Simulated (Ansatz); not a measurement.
Cartesian coordinates in Å:
```
N 0.318 -0.906 1.069
Au -0.306 0.251 -0.602
S -1.003 1.425 -2.390
H -0.436 -1.022 1.737
H 1.093 -0.457 1.545
H 0.624 -1.828 0.777
H -0.291 2.537 -2.135
```

Total charge 0; spin multiplicity 1. Au: def2 effective core potential.

Question: List the PBE/def2-TZVPP orbital energies in eV (Ansatz 0.2.0). (Best estimate.)

Answer: Ansatz gave: Occupied: -2394.58, -382.83, -207.49, -153.64, -153.56, -153.40, -108.78, -60.49, -59.99, -59.93, -23.77, -16.58, -13.82, -13.82, -11.17, -9.05, -7.52, -7.35, -6.76, -6.75, -6.64, -5.99, -4.54. Lowest empty: -1.51, -0.28, 0.01, 0.40, 0.97, 1.18, 1.21, 3.19.
